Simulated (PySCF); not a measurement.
Cartesian coordinates in Å; atom numbers follow the order of the lines, from 1:
```xyz
16

F     3.793    1.109   -0.342
C     2.462    0.950   -0.141
F     2.187    1.536    1.048
C     2.107   -0.534   -0.110
C     0.669   -0.706   -0.071
C    -0.522   -0.822   -0.031
C    -1.966   -0.935    0.013
C    -2.593    0.402    0.399
F    -2.461    1.304   -0.602
F    -3.925    0.253    0.601
H     1.928    1.509   -0.924
H     2.566   -0.985    0.774
H     2.520   -1.003   -1.006
H    -2.265   -1.679    0.755
H    -2.351   -1.231   -0.966
H    -2.156    0.842    1.309
```

Geometry: GFN2-xTB; GIAO shifts from PySCF, gas phase, non-relativistic, averaged over equivalent atoms.

At LC-wPBE/6-31G (102 basis functions, 2 min wall time (65 s CPU) on 1 thread of an Intel Xeon, shared host):
```
          atoms  δ (ppm)
   F1/F3/F9/F10   -119.2
          C2/C8    118.5
          C5/C6     79.7
          C4/C7     28.6
        H11/H16     6.40
H12/H13/H14/H15     2.68
```

Scale: $^{19}$F (204.04 ppm) vs CFCl3; $^{13}$C (206.56 ppm) and $^{1}$H (33.14 ppm) vs TMS (reference shieldings calculated alike).

Problem. Estimate the result of repeating the calculation with B97-2/IGLO-II.

Solution. 
```
          atoms  δ at B97-2/IGLO-II  change
   F1/F3/F9/F10              -124.3    -5.1
          C2/C8               121.0    +2.5
          C5/C6                79.6    -0.1
          C4/C7                28.5    -0.1
        H11/H16                6.15   -0.25
H12/H13/H14/H15                2.73   +0.05
```

Scale: $^{19}$F (181.20 ppm) vs CFCl3; TMS for $^{13}$C (188.60 ppm) and $^{1}$H (32.22 ppm) (reference shieldings calculated alike).

The largest change is at F1/F3/F9/F10 (fluorine of a CF2 group). Cost: 256 basis functions, 3.5 min wall time (100 s CPU) on 1 thread of an Intel Xeon, shared host. The order of the carbon signals is the same at both levels.

Unscaled 19F shifts against computed CFCl3 carry errors that often reach 10 to 50 ppm.
